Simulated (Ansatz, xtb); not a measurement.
## C2H9AlSi: which of two isomers lies lower

Structure X: `C[SiH](C)[AlH2]`, a singlet. Structure Y: `[CH3][AlH][CH2][SiH3]`, a singlet. Both are isolated molecules in the gas phase, relaxed with r2SCAN-D4/def2-SVP; the shapes shown needn't be the lowest conformers.

X (Å):

```xyz
13

C    -0.6793    1.5535    0.5068
C    -0.0571   -1.4811    0.3717
Al   -3.2085   -0.6158    1.9909
Si   -1.4320   -0.1775    0.3395
H    -0.1629    1.6730    1.4731
H    -1.4523    2.3355    0.4415
H     0.0572    1.7372   -0.2931
H    -2.0929   -0.2528   -1.0148
H     0.6783   -1.2918   -0.4279
H     0.4815   -1.4704    1.3333
H    -0.4619   -2.4952    0.2262
H    -3.5472   -2.1000    2.4751
H    -4.0943    0.5684    2.5956
```

Y (Å):

```xyz
13

C    -0.6381   -0.5605    2.1070
C     1.2405   -1.5427   -0.5644
Al    0.3413   -0.1417    0.4686
Si    0.1151   -2.4629   -1.7506
H    -0.6148   -1.6284    2.3791
H    -0.2444    0.0108    2.9670
H    -1.6992   -0.2648    2.0177
H     0.3945    1.3591   -0.0667
H     1.6702   -2.2953    0.1237
H     2.0708   -1.1130   -1.1545
H    -0.5027   -1.5166   -2.7341
H    -1.0045   -3.1209   -1.0032
H     0.8274   -3.5247   -2.5292
```

Task: Estimate E(Y) − E(X) at the level CCSD(T)/def2-SVP + ΔMP2/def2-TZVPP.

Result: Calculated at CCSD(T)/def2-SVP + ΔMP2/def2-TZVPP: E(Y) − E(X) = −5.7 kcal/mol, so structure Y lies lower.

The same difference at several levels:

```tsv
level	geometry	E(Y) − E(X) (kcal/mol)	departure from the last row (kcal/mol)	job, with rough time for the two
GFN2-xTB	GFN2-xTB	−0.4	+5.3	optimisation, 1 s
HF/STO-3G	GFN2-xTB	−14.2	−8.4	single point, 0.84 s
r2SCAN-D4/def2-SVP//GFN2-xTB	GFN2-xTB	−8.7	−3.0	single point, 5.7 s
r2SCAN-D4/def2-SVP	r2SCAN-D4/def2-SVP	−5.3	+0.4	optimisation, 5 min
HF/def2-SVP	r2SCAN-D4/def2-SVP	−5.3	+0.4	part of the CCSD(T) run
MP2/def2-SVP	r2SCAN-D4/def2-SVP	−6.9	−1.2	part of the CCSD(T) run
CCSD(T)/def2-SVP	r2SCAN-D4/def2-SVP	−5.3	+0.5	single point
CCSD(T)/def2-SVP + ΔMP2/def2-TZVPP	r2SCAN-D4/def2-SVP	−5.7		single point, 52 s
```

As drawn, Y has 2 C–Al, 2 Si–H in place of 1 C–Si, 1 Al–Si, 1 C–H, 1 Al–H.

GFN2-xTB finds them nearly level. The largest departure from CCSD(T)/def2-SVP + ΔMP2/def2-TZVPP is that of HF/STO-3G, 8.4 kcal/mol. The last row adds to CCSD(T) the change of the MP2 difference between the two basis sets, here −0.5 kcal/mol.

With harmonic frequencies from r2SCAN-D4/def2-SVP (ideal gas, rigid rotor, one conformer each, 298.15 K, 1 atm): on the last row, ΔE + ΔZPE = −7.1 kcal/mol. A mode under 50 cm⁻¹ makes harmonic enthalpies and free energies unreliable, so none is given.

The correlated steps freeze 12 core orbitals. Codes used: Ansatz 0.2.0, xtb 6.7.1; the last row on 2 threads of Intel(R) Xeon(R) Processor @ 2.50GHz (Skylake/Cascade Lake) on a shared host.
